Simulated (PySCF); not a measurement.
C₃H₁₁ClSi₂, SMILES C[Si](C)(Cl)C[SiH3].

Coordinates come from a PBE0-D3(BJ)/def2-SVP optimisation. The structure was generated by enumeration, and PubChem lists no compound with its InChIKey, so it may never have been made. Other conformers were not sampled.

Level of theory: TDA-M06-2X/def2-SVPD (PySCF 2.14.0).

Vertical excitations. 

| state | energy (eV) | λ (nm) | f | main pairs |
|---|---|---|---|---|
| S1 | 7.77 | 159 | 0.074 | HOMO→LUMO 87 % |
| S2 | 7.93 | 156 | 0.079 | HOMO−1→LUMO 81 % |
| S3 | 8.03 | 154 | 0.009 | HOMO→LUMO+1 33 %, HOMO→LUMO+2 27 %, HOMO→LUMO+3 8 %, HOMO−2→LUMO 7 % |
| S4 | 8.12 | 153 | 0.003 | HOMO−1→LUMO+1 31 %, HOMO−1→LUMO+2 21 %, HOMO−1→LUMO+3 14 %, HOMO−1→LUMO+10 6 % |
| S5 | 8.47 | 146 | 0.081 | HOMO−2→LUMO 37 %, HOMO→LUMO+1 20 %, HOMO→LUMO+2 12 % |
| S6 | 8.57 | 145 | 0.012 | HOMO−3→LUMO 44 %, HOMO−3→LUMO+2 10 % |
| T1 | 7.56 | 164 | 0 | HOMO→LUMO 75 % |
| T2 | 7.73 | 160 | 0 | HOMO−1→LUMO 37 %, HOMO−1→LUMO+2 14 %, HOMO−1→LUMO+1 7 %, HOMO→LUMO+1 6 % |
Triplets are in the Tamm–Dancoff approximation.
